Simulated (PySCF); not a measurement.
# How the method changes the constants of AsC

State: ²Σ⁺ (doublet), unpaired electrons σ ↑. Set-up: basis As x2c-TZVPPall, C x2c-TZVPPall; spin-free X2C with a Gaussian nucleus; PySCF 2.14. De refers to As + C in their high-spin ground configurations, without counterpoise correction. The functionals are run spin-unrestricted. A positive dipole means As(−)C(+). Levels whose curve was spin-contaminated or gave no clean fit are not listed.

| Level | Re (Å) | ωe (cm⁻¹) | De (eV) | μ (D) |
| --- | --- | --- | --- | --- |
| ROHF | 1.633 | 1188 | 1.00 | -1.23 |
| ROHF-MP2 | 1.699 | 963 | 4.58 | n/a |
| ROHF-SCS-MP2 | 1.697 | 972 | 4.41 | n/a |
| ROHF-CCSD | 1.671 | 1063 | 3.83 | n/a |
| ROHF-CCSD(T) | 1.687 | 1013 | 4.28 | n/a |
| LDA | 1.664 | 1058 | 5.91 | -1.50 |
| PBE | 1.681 | 1027 | 4.97 | -1.49 |
| r²SCAN | 1.667 | 1050 | 4.52 | -1.27 |
| M06-L | 1.667 | 1066 | 4.94 | -1.49 |
| B3LYP | 1.671 | 1046 | 4.42 | -1.49 |
| PBE0 | 1.664 | 1062 | 4.35 | -1.40 |

Problem. Which functional lies closest to ROHF-CCSD(T) in De, which farthest, and by how much do they differ from it?

Solution. Closest is PBE0 (-2.3 pm in Re, +4.8 % in ωe, +0.07 eV in De against ROHF-CCSD(T) in the same basis), farthest LDA (-2.3 pm in Re, +4.4 % in ωe, +1.63 eV in De). CCSD(T) converges more slowly with the basis than the functionals do and binds too weakly in this one, so the order can change at the basis-set limit.

Problem. What does a quarter of exact exchange do here, going from PBE to PBE0?

Solution. PBE0 less PBE: -1.7 pm in Re, +3.4 % in ωe, -0.62 eV in De. Exact exchange removes part of the self-interaction that spreads semilocal densities, and in most molecules shortens and stiffens the bond and lowers De; so it does here.

Problem. What does the step from GGA to meta-GGA do here, going from PBE to r²SCAN?

Solution. r²SCAN less PBE: -1.4 pm in Re, +2.2 % in ωe, -0.45 eV in De. 

Correlated steps freeze 10 core orbitals. Spin–orbit coupling is left out. UHF is strongly spin-contaminated for AsC, so the ROHF reference used there is far from stable. The state is the lowest determinant that a PBE0 search found; another state may lie lower at other levels.

The whole job (state search and all levels along the bond) took about 15 min on 1 thread of Intel Xeon Platinum 8175M @ 2.50GHz (shared host), peak memory 1.9 GiB.
